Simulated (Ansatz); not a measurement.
Single points on the cluster TiO3H2.

```yaml
crystal:
  periodic: [false, false, false]
  atoms:
    - {symbol: Ti, position_ang: [0.326929, 0.220786, 0.037067]}
    - {symbol: O, position_ang: [-0.231393, 0.866439, -1.519814]}
    - {symbol: O, position_ang: [-0.808469, 1.521371, -0.377727]}
    - {symbol: O, position_ang: [-0.214075, -1.345640, 0.664042]}
    - {symbol: H, position_ang: [-0.957784, -1.954138, 0.642581]}
    - {symbol: H, position_ang: [1.884803, 0.691182, 0.553861]}
basis:
  gaussian: {orbitals: def2-TZVP, initial_orbitals: start.molden}
correlation: {method: mp2}
scf: {omitted_lower_state_checks: [starts]}
output: {orbitals: {seedname: orbitals}}
```

The file start.molden holds the orbitals of an earlier run on this structure, at another level or in another basis.

```sh
$ ansatz run in.yaml --threads 4 --pin off --events-out ev --progress --plain --max-ram 3916MiB
```

Shortened log:

```
Functional definition: HF
1125 factors; integrals over basis functions are off by at most 1.2e-3 eV
mean field evaluation 1: about -29229.2759 eV, gradient 3.2e1 eV
mean field evaluation 2: about -29230.7784 eV, gradient 2.8e0 eV
mean field evaluation 4: about -29231.0447 eV, gradient 1.6e0 eV
mean field evaluation 8: about -29231.0487 eV, gradient 2.7e-4 eV
mean field -29231.04867707 eV, -1074.2212253659 hartree, gradient 4.8e-6 eV, S^2 0.000000; 0 other end points of the search recorded, 0 dependent functions left out
8 core orbitals not correlated: weight in the atoms' cores, before any rotation towards them, 1.000 or more for the frozen orbitals, at most 0.000 for the correlated occupied ones
reference -29231.04867707 eV, -1074.2212253659 hartree; 16, 16 occupied and 126, 126 virtual orbitals, 1125 factors
second order -30.32425337 eV of doubles, -0.00000000 eV of singles
Total energy: -29261.37293044 eV, -1075.3356211228 hartree
Checks for a lower state left out: starts
```

Run time 1.1 s (4 threads of Arm Neoverse V2 on a shared host).

As the first input, with `hamiltonian: {xc: r2scan, dispersion: d4}` and without the key `correlation` (abridged; 2 s):

```
Functional definition: r2SCAN
mean field -29288.27586320 eV, -1076.3242856660 hartree, gradient 2.6e-5 eV, S^2 0.000000
Total energy: -29288.30082133 eV, -1076.3252028605 hartree
Checks for a lower state left out: starts
```

First input, but with `hamiltonian: {xc: {name: PBE-QIDH}}` and without the key `correlation`, `output` (abridged; 2.3 s):

```
Functional definition: PBE-QIDH
mean field -29263.13400858 eV, -1075.4003395507 hartree, gradient 3.3e-6 eV, S^2 0.000000
8 core orbitals not correlated: weight in the atoms' cores, before any rotation towards them, 1.000 or more for the frozen orbitals, at most 0.000 for the correlated occupied ones
second order -35.09546623 eV of doubles, -0.00000000 eV of singles
Total energy: -29274.83251029 eV, -1075.8302515590 hartree
Checks for a lower state left out: starts
```

First input, but with `hamiltonian: {xc: {name: wB97M-V}}` and without the key `correlation` (abridged; 4.4 s):

```
Functional definition: wB97M-V
mean field -29288.07649483 eV, -1076.3169590138 hartree, gradient 2.6e-5 eV, S^2 0.000000
Total energy: -29288.07655385 eV, -1076.3169611827 hartree
Checks for a lower state left out: starts
```

First input, but with `gaussian: {orbitals: 6-31G}`, `hamiltonian: {xc: {name: B3LYP}, dispersion: d4}` and without the key `correlation` (abridged; 0.75 s):

```
Functional definition: B3LYP
mean field evaluation 16: about -29285.5774 eV, gradient 4.4e-4 eV
mean field -29285.57742590 eV, -1076.2251199246 hartree, gradient 7.4e-5 eV, S^2 0.000000
Total energy: -29285.75194614 eV, -1076.2315334250 hartree
Checks for a lower state left out: starts
```

The first input with `hamiltonian: {xc: {name: B2PLYP}}` and without the key `correlation`, `output` (abridged; 2 s):

```
Functional definition: B2PLYP
mean field -29272.59482456 eV, -1075.7480181253 hartree, gradient 2.2e-6 eV, S^2 0.000000
8 core orbitals not correlated: weight in the atoms' cores, before any rotation towards them, 1.000 or more for the frozen orbitals, at most 0.000 for the correlated occupied ones
second order -38.65463670 eV of doubles, -0.00000000 eV of singles
Total energy: -29283.03172932 eV, -1076.1315673008 hartree
Checks for a lower state left out: starts
```

The first input with `hamiltonian: {xc: pbe0, dispersion: d4}`, `output: {forces: true, orbitals: {seedname: orbitals}}` and without the key `correlation` (abridged; 1.5 s):

```
Functional definition: PBE0
mean field -29279.48909308 eV, -1076.0013778202 hartree, gradient 2.0e-5 eV, S^2 0.000000
Total energy: -29279.57931117 eV, -1076.0046932738 hartree
Atom 0 force     0.245809     0.181312     0.023033 eV/Å
Atom 1 force     0.000509     0.038179    -0.300143 eV/Å
Atom 2 force    -0.171180     0.237725     0.052599 eV/Å
Atom 3 force    -0.330911    -0.614778     0.188480 eV/Å
Atom 4 force     0.186928     0.128389     0.017771 eV/Å
Atom 5 force     0.068845     0.029173     0.018261 eV/Å
Dipole moment:    -0.145272    -0.520767     0.226659 e Å
Checks for a lower state left out: starts
```

Geometry: PBE0-D4/def2-SVP.

The 6-31G sets use Cartesian d functions. B3LYP takes the VWN-RPA correlation. Correlated methods freeze 8 core orbitals; core or outer-core shells of Ti are correlated, in sets that lack core-valence functions. The structure holds one bond between oxygen atoms, so isomers without such links may lie far lower. At MP2/def2-TZVP, PBE-QIDH/def2-TZVP, B2PLYP/def2-TZVP the test of the restricted singlet for broken spin symmetry was undecided. The structure comes from a short search, and lower isomers may exist.
